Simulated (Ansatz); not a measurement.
CH₅FGeO, SMILES `O[CH](F)[GeH3]`, relaxed with RKS PBE-D4/def2-SVP in Ansatz 0.2.0 from a rough embedded geometry. The force threshold is 0.03 eV/Å; the program also tests the step.

Total charge 0; spin multiplicity 1.

Start:

```xyz
9

O    -0.516   -1.418   -0.811
C    -0.808   -0.274   -0.148
F    -1.598    0.461   -0.974
Ge    0.730    0.746    0.216
H    -0.052   -2.051   -0.129
H    -1.357   -0.501    0.804
H     0.388    2.077    0.934
H     1.505    1.043   -1.100
H     1.708   -0.082    1.209
```

```
         step  energy (eV)  largest force (eV/Å)  largest move (Å)
            1  -62373.1125                 2.974             0.000
            2  -62373.4079                 0.967             0.068
            3  -62373.4522                 0.181             0.050
            4  -62373.4560                 0.053             0.034
            5  -62373.4596                 0.241             0.060
            6  -62373.4645                 0.283             0.070
            7  -62373.4904                 0.330             0.200
            8  -62373.5367                 0.448             0.200
 9 (rejected)  -62373.5138                 2.272             0.195
           10  -62373.5709                 0.369             0.098
           11  -62373.6013                 0.331             0.100
           12  -62373.6360                 0.155             0.150
           13  -62373.6425                 0.167             0.118
           14  -62373.6472                 0.087             0.070
           15  -62373.6490                 0.032             0.049
           16  -62373.6494                 0.031             0.025
           17  -62373.6496                 0.035             0.018
18 (rejected)  -62373.6496                 0.080             0.006
           19  -62373.6497                 0.005             0.003
```

End:

```xyz
9

O    -0.184   -1.530   -0.608
C    -0.678   -0.373   -0.039
F    -1.572    0.277   -0.906
Ge    0.862    0.859    0.271
H    -0.904   -2.191   -0.650
H    -1.258   -0.566    0.898
H     0.317    2.192    0.843
H     1.560    1.108   -1.086
H     1.856    0.224    1.278
```

Hardware: 4 threads of an Intel Xeon 6975P-C on a shared host. Wall time 11 s, peak host memory 0.17 GiB.
